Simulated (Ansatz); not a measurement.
Cartesian coordinates (Å):
```xyz
11

C      1.8504    -0.0694     0.1900
O      0.4748     0.0348     0.5875
C     -0.4290    -0.0206    -0.4129
C     -1.8303     0.0979     0.1197
O     -0.1270    -0.1478    -1.5713
H      2.1154     0.7449    -0.4834
H      2.0310    -1.0183    -0.3138
H      2.4260    -0.0084     1.1093
H     -1.9443     1.0381     0.6607
H     -2.5363     0.0547    -0.7045
H     -2.0292    -0.7103     0.8247
```
Charge 0, multiplicity 1.

These are frozen-core CCSD(T)/cc-pVTZ // B3LYP-D3(BJ)/def2-TZVP in Ansatz (a quantum-chemistry and plane-wave program) values and carry that method's errors.

HF energy: -266.93712 Ha
MP2 correlation energy: -0.97135 Ha

Estimate the CCSD correlation energy, the (T) correction, the total energy and the T1 diagnostic.


- CCSD correlation energy = -0.99809 Ha
- (T) correction = -0.04125 Ha
- CCSD(T) total energy = -267.97645 Ha
- T1 diagnostic = 0.014
